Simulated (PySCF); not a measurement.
HClSi, triplet, geometry from GFN2-xTB (the spin is typed, not shown lowest).

The PySCF input:
```python
from pyscf import gto, scf, dft

mol = gto.M(
    atom='''
Si    0.863965   -0.226108    0.581914
H     2.081884   -0.477659   -0.161557
Cl   -0.833964    0.214304   -0.469720
''',
    basis='6-31g*',
    charge=0,
    spin=2,
    verbose=4,
)

mf = dft.UKS(mol)
mf.xc = 'wb97x'
mf.grids.atom_grid = (99, 590)
mf.grids.prune = None
mf.kernel()
```

What does this run give for the number of basis functions, Mulliken (on the basis functions themselves) charges in atom order, HOMO energy, <S^2>?


```
Property                                                                                  Result
------------------------------------------------------------------  ----------------------------
number of basis functions                                                                     38
Mulliken (on the basis functions themselves) charges in atom order  Si1 0.18, H2 0.02, Cl3 -0.19
HOMO energy                                                                             -7.65 eV
<S^2>                                                                                      2.003
```

These values belong to the state on which the SCF converged, which isn't shown to be the lowest.
